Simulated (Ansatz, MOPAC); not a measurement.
Spectroscopic constants of FeO, multiplicity 7 (not the ground state: that is measured with 2S+1 = 5). No spin–orbit coupling. Fe is treated without relativity. The T1 diagnostic near the minimum is 0.060, so single-reference values are doubtful.

Constants: fifth-degree fit in 1/R to seven points, most abundant isotopes. Runs in def2 and cc sets follow the lowest solution found near the PBE0 minimum.

The state that PM6 reach isn't checked.

Codes used: Ansatz (Gaussian basis) for Hartree–Fock, density functionals and correlated methods; MOPAC for PM6 (differences of heats of formation). Values without a source in brackets are computed.

What bond length and harmonic frequency does PM6 give?

r_e = 1.674 Å, ω_e = 717 cm⁻¹.

What bond length and harmonic frequency does PBE/def2-TZVPP give?

r_e = 1.683 Å, ω_e = 816 cm⁻¹.

What bond length and harmonic frequency does r2SCAN/def2-TZVPP give?

r_e = 1.668 Å, ω_e = 857 cm⁻¹.

Ansatz is a first-principles code.
